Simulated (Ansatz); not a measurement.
`[SiH3]O[SiH2][SiH3]` + `[NH2][GeH3]` → `[SiH3][NH][GeH3]` + `[SiH3]O[SiH3]`  (cleavage of the Si–Si bond)

Gas-phase electronic energies from Ansatz, PBE0-D4/def2-TZVP geometries. CBS: MP2 limit from def2 TZ/QZ plus the TZ coupled-cluster correction, frozen cores. Functionals use def2-TZVPP. For Ge outer-core shells are correlated without core-valence functions, which leaves a few kJ/mol of doubt a bond. Scalar relativity is left out up to krypton. Each species was taken in one conformer, which may not be the lowest.

```csv
species,r2SCAN-D4 energy (Eh)
`[SiH3]O[SiH2][SiH3]`,-948.52244
`[NH2][GeH3]`,-2134.74257
`[SiH3][NH][GeH3]`,-2425.43830
`[SiH3]O[SiH3]`,-657.84620
```

Problem. Work out ΔE.

Solution. ΔE = (-2425.43830) + (-657.84620) − (-948.52244) − (-2134.74257) = -0.01949 Eh = -51.2 kJ/mol. CCSD(T)/CBS gives -60.6 kJ/mol.

Largest T1 diagnostic among the species: 0.012.

From BLYP to BHLYP (50 % exact exchange), in def2-TZVPP and without D4, ΔE moves by −15.6 kJ/mol. In def2-TZVPP, CCSD(T) changes the Hartree–Fock value by +18.4 kJ/mol (the triples alone add +2.5 kJ/mol) and MP2 by +9.4 kJ/mol. Leaving LDA and LC-ωPBE aside and taking each functional with its dispersion term where it has one, the values, not all of them listed here, spread over 29.8 kJ/mol, from BHLYP-D4 to PBE-D4.
